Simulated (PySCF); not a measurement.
Species: 2-methoxy-1-pentene, C6H12O.
Cartesian coordinates in Å at the PBE0-D3(BJ)/def2-SVP level; atoms count from 1:
```
atom  x, y, z in Å
C1     1.4389   -1.0202   -1.0663
C2     0.5917   -0.1474   -0.4981
C3    -0.8872   -0.1289   -0.7338
C4    -1.6983   -0.4487    0.5207
C5    -3.1983   -0.3892    0.2849
O6     0.9409    0.8202    0.3782
C7     2.2873    0.9334    0.7395
H8     1.0486   -1.7657   -1.7590
H9     2.5115   -1.0244   -0.8722
H10   -1.1648    0.8777   -1.0943
H11   -1.1311   -0.8389   -1.5384
H12   -1.4109    0.2598    1.3142
H13   -1.4107   -1.4501    0.8839
H14   -3.5111    0.6151   -0.0440
H15   -3.5115   -1.1022   -0.4951
H16   -3.7613   -0.6294    1.1995
H17    2.3598    1.7675    1.4492
H18    2.9254    1.1467   -0.1367
H19    2.6560    0.0119    1.2243
```

Linear response at PBE0/def2-SVPD (PySCF, frozen core in the response, non-relativistic).

Static isotropic polarisability: 80.83 au (11.98 Å³), principal values 66.2, 81.3, 95.0 au.

Problem. What is the polarisability at 1064 nm and at the sodium D line?

Solution. 81.50 au at 1064 nm (+0.8 %), 83.07 au at 589.3 nm (+2.8 %). The rise at 589.3 nm is 3.37 times that at 1064 nm; a pure ω² law gives 3.26. The lowest singlet lies at 200 nm, shorter than both wavelengths.

Problem. What is the isotropic C6 coefficient between two such molecules, C6 = (3/π)∫α(iω)² dω?

Solution. 2776 au (Eh·bohr⁶) by a ten-point quadrature over imaginary frequencies, which is 1660 eV·Å⁶ or 160 J·nm⁶/mol.

Problem. Which effective excitation energy ω̄ makes London's formula C6 = (3/4)α²ω̄ exact here?

Solution. ω̄ = 4·C6/(3α²) = 0.567 Eh = 15.4 eV. A one-pole form α(ω) = α/(1 − ω²/ω̄²) fitted to the 1064 nm value gives 12.9 eV.

Problem. What three-body coefficient follows from the one-pole estimate C9 = (3/4)·α·C6?

Solution. 168000 au. This is an estimate from the two numbers above, not a computed integral.

Problem. How anisotropic is the static polarisability, by Δα² = ½[(α1 − α2)² + (α2 − α3)² + (α3 − α1)²]?

Solution. Δα = 24.9 au, or 0.31 of the isotropic value.

Problem. What molar refraction at the D line follows from R = (4π/3)·N_A·α′, with α′ the polarisability volume?

Solution. α′ = 12.31 Å³ gives R = 31.05 cm³/mol, for isolated, non-vibrating species.

Problem. What n − 1 at the D line would an ideal gas of it have at 273.15 K and 1 atm (2.6868 × 10¹⁹ cm⁻³), by n − 1 = 2π·N·α′?

Solution. 20.78 × 10⁻⁴, a formal value whether or not that pressure can be reached.

Problem. How many electrons N does the Slater–Kirkwood formula C6 = (3/4)·√N·α^(3/2) need to give this C6?

Solution. N = (4·C6/3)²/α³ = 25.9; the species has 56 electrons in all.

One conformer stands for the species.
